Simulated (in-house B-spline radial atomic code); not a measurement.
Ionising the krypton ion Kr⁶⁺ with different functionals

Computed with a radial B-spline atomic code at the basis-set limit: four-component Dirac-Coulomb Hamiltonian, Fermi nucleus of rms radius 4.1884 fm, spin-restricted, spherical fractional occupations for the functionals, and exact exchange of hybrids averaged over the configuration. The ionisation energy is the difference of two self-consistent energies, [Ar] 3d10 4s2 → [Ar] 3d10 4s1, without Breit or QED terms; ε is the level of the shell that loses the electron (mean over j).

```
 method                    rung  ΔSCF (eV)  -ε(4s) (eV)
   PBE0           global hybrid     109.72       103.79
  B3LYP           global hybrid     110.28       103.85
LC-wPBE  range-separated hybrid          ?            ?
  wB97X  range-separated hybrid          ?            ?
```

Q: What does LC-wPBE give?

A: ΔSCF 110.17 eV, and -ε(4s) = 107.24 eV.

Q: What does wB97X give?

A: ΔSCF 109.95 eV, and -ε(4s) = 106.78 eV.

Q: Among the functionals, which spreads more, the ΔSCF values or the orbital energies?

A: The orbital energies: ΔSCF values span about 0.56 eV and the orbital energies 3.45 eV; here energy differences depend much less on the functional than eigenvalues do.

Q: How do they compare with the NIST value?

A: NIST lists 109.13 eV ± 0.05 (tabulated theory, ground level to ground level). Errors run from +0.59 to +1.15 eV. The correlated functionals all miss on the same side by more than they spread, so the cause is common to them (Breit-QED terms, spin polarisation, or a listed next ion that isn't the cheapest removal here) and closeness doesn't rank the functionals.
